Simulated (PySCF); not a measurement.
GaH₄O₂P. Atoms are numbered in the order given.

```xyz
8

Ga    -0.3155     0.0022     0.0000
O     -1.2140    -0.0062    -1.5437
H     -2.1753    -0.0039    -1.4913
O     -1.2140    -0.0062     1.5437
H     -2.1753    -0.0039     1.4913
P      1.9601     0.1151     0.0000
H      2.0769    -0.8429     1.0473
H      2.0769    -0.8429    -1.0473
```
Charge 0, spin multiplicity 1.

Geometry: ωB97X-D3(BJ)/def2-SVP. The structure was generated by enumeration; whether it is a known compound was not checked. One conformer was computed; it need not be the lowest.

Calculation: PBE/pcSseg-1 in PySCF.

GIAO shieldings, no solvent; atoms alike by connectivity are averaged. δ = σ(ref) − σ: ¹⁷O against H2O (σ = 334.3 ppm); ¹H against TMS (σ = 31.49 ppm); ³¹P against PH3 (σ = 576.8 ppm), references at their B3LYP-D3(BJ)/def2-TZVP geometries, non-relativistic.

```csv
atoms,nucleus,count,δ (ppm)
"O2, O4",¹⁷O,2,98.1
"H3, H5",¹H,2,[?]
"H7, H8",¹H,2,[?]
P6,³¹P,1,-47.8
```

Q: Complete the blanks. (An estimate is asked for; the answer gives what the named calculation found.)

A: 
- H7, H8, δ (ppm): 1.61
- H3, H5, δ (ppm): 2.43
